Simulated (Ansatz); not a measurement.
Input file:

```yaml
crystal:
  periodic: [false, false, false]
  atoms:
    - { symbol: F, position_ang: [-1.916915, -0.497983, 0.789769] }
    - { symbol: C, position_ang: [-0.655062, 0.065083, 1.064369] }
    - { symbol: O, position_ang: [0.333571, -0.914903, 1.06111] }
    - { symbol: Ge, position_ang: [0.923318, -0.970581, -0.720734] }
    - { symbol: Si, position_ang: [-0.170758, 1.146495, -0.494742] }
    - { symbol: H, position_ang: [-0.723091, 0.526113, 2.076805] }
    - { symbol: H, position_ang: [2.466993, -1.138106, -0.690212] }
    - { symbol: H, position_ang: [0.283585, -2.167069, -1.479527] }
    - { symbol: H, position_ang: [-1.255848, 1.639934, -1.41145] }
    - { symbol: H, position_ang: [0.797407, 2.259817, -0.192287] }
basis:
  gaussian: { orbitals: def2-SVP }
hamiltonian:
  xc: pbe
  dispersion: d4
neb:
  order_check: false
  images: 3
  f_tol: 0.05
  max_iterations: 60
  climbing: true
  final_atoms:
    - { symbol: F, position_ang: [-1.90999535, -0.57618508, 0.31512068] }
    - { symbol: C, position_ang: [-0.66433398, -0.11844376, 0.7123874] }
    - { symbol: O, position_ang: [0.27876507, -1.19500572, 0.54893073] }
    - { symbol: Ge, position_ang: [0.96343411, -0.91864543, -1.62256948] }
    - { symbol: Si, position_ang: [0.04653662, 1.15714493, -0.59899204] }
    - { symbol: H, position_ang: [-0.73753678, 0.13518844, 1.79545148] }
    - { symbol: H, position_ang: [2.41890018, -0.55935947, -1.02642461] }
    - { symbol: H, position_ang: [-0.08733196, -2.03251155, 0.90855264] }
    - { symbol: H, position_ang: [-1.1341104, 1.90183847, -1.16588196] }
    - { symbol: H, position_ang: [0.90887249, 2.15477918, 0.13652617] }
  initial_path:
    images:
      - { positions_ang: [[-1.916915, -0.497983, 0.789769], [-0.655062, 0.065083, 1.064369], [0.333571, -0.914903, 1.06111], [0.923318, -0.970581, -0.720734], [-0.170758, 1.146495, -0.494742], [-0.723091, 0.526113, 2.076805], [2.466993, -1.138106, -0.690212], [0.283585, -2.167069, -1.479527], [-1.255848, 1.639934, -1.41145], [0.797407, 2.259817, -0.192287]] }
      - { positions_ang: [[-1.94938155, -0.39122143, 0.81491221], [-0.65973721, 0.00359371, 0.96648283], [0.15064769, -1.09653397, 0.81859542], [0.94874812, -0.9042726, -0.81564416], [-0.14453203, 1.11808796, -0.51207763], [-0.53450251, 0.43869889, 1.96870663], [2.46185655, -0.97323027, -0.6750295], [0.23085831, -1.96817219, -1.0277969], [-1.22186309, 1.51992418, -1.42102618], [0.80110572, 2.20192572, -0.11402173]] }
      - { positions_ang: [[-1.9818481, -0.28445986, 0.84005543], [-0.66441242, -0.05789558, 0.86859666], [-0.03227562, -1.27816495, 0.57608085], [0.97417824, -0.8379642, -0.91055432], [-0.11830607, 1.08968093, -0.52941327], [-0.34591402, 0.35128478, 1.86060826], [2.45672011, -0.80835454, -0.659847], [0.17813162, -1.76927538, -0.5760668], [-1.18787818, 1.39991436, -1.43060236], [0.80480444, 2.14403444, -0.03575645]] }
      - { positions_ang: [[-1.94592173, -0.43032247, 0.57758805], [-0.6643732, -0.08816967, 0.79049203], [0.12324472, -1.23658533, 0.56250579], [0.96880618, -0.87830482, -1.2665619], [-0.03588472, 1.12341293, -0.56420265], [-0.5417254, 0.24323661, 1.82802987], [2.43781014, -0.683857, -0.84313581], [0.04539983, -1.90089347, 0.16624292], [-1.16099429, 1.65087641, -1.29824216], [0.85683846, 2.14940681, 0.05038486]] }
      - { positions_ang: [[-1.90999535, -0.57618508, 0.31512068], [-0.66433398, -0.11844376, 0.7123874], [0.27876507, -1.19500572, 0.54893073], [0.96343411, -0.91864543, -1.62256948], [0.04653662, 1.15714493, -0.59899204], [-0.73753678, 0.13518844, 1.79545148], [2.41890018, -0.55935947, -1.02642461], [-0.08733196, -2.03251155, 0.90855264], [-1.1341104, 1.90183847, -1.16588196], [0.90887249, 2.15477918, 0.13652617]] }
```

Run as:

```bash
$ ansatz run input.yaml --threads 2 --pin off --max-ram 3072MiB --backend cpu --events-out ev --progress --plain --runs-dir out
```

Hardware: 2 threads of Intel(R) Xeon(R) Platinum 8259CL CPU @ 2.50GHz (Skylake/Cascade Lake), on a shared host.

Roughly how long does this run take, and how much memory?

2.4 min, with a peak of 0.19 GiB, for 11 band iterations.
